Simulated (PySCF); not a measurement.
1-fluoro-3-methylidenecyclobutane (C5H7F), SMILES C=C1CC(F)C1. Geometry: PBE-D3(BJ)/def2-SVP.

The numbers are results of PBE-D3(BJ)/def2-SVP run with PySCF, not measurements.

Harmonic wavenumbers (cm⁻¹): 99, 284, 352, 422, 457, 595, 628, 775, 803, 864, 881, 943, 969, 1011, 1023, 1090, 1147, 1166, 1170, 1198, 1248, 1339, 1365, 1368, 1400, 1726, 2976, 2981, 2993, 3055, 3056, 3073, 3169. Rotational constants (GHz): 10.01, 2.341, 2.021; symmetry number 1.

### Question
Work out the zero-point energy and the ideal-gas rigid-rotor harmonic-oscillator thermochemistry at 298.15 K and 1 atm.

### Answer
ZPE = ½ Σ hcν = ½ × 45625 cm⁻¹ = 272.90 kJ/mol. H − E(el) = 290.64 kJ/mol. Entropy in J/(mol K): translation 164.31, rotation 110.12, vibration 42.60, total 317.04. G − E(el) = 196.12 kJ/mol. Cp = 99.66 J/(mol K). Modes under 150 cm⁻¹ make the vibrational entropy uncertain.
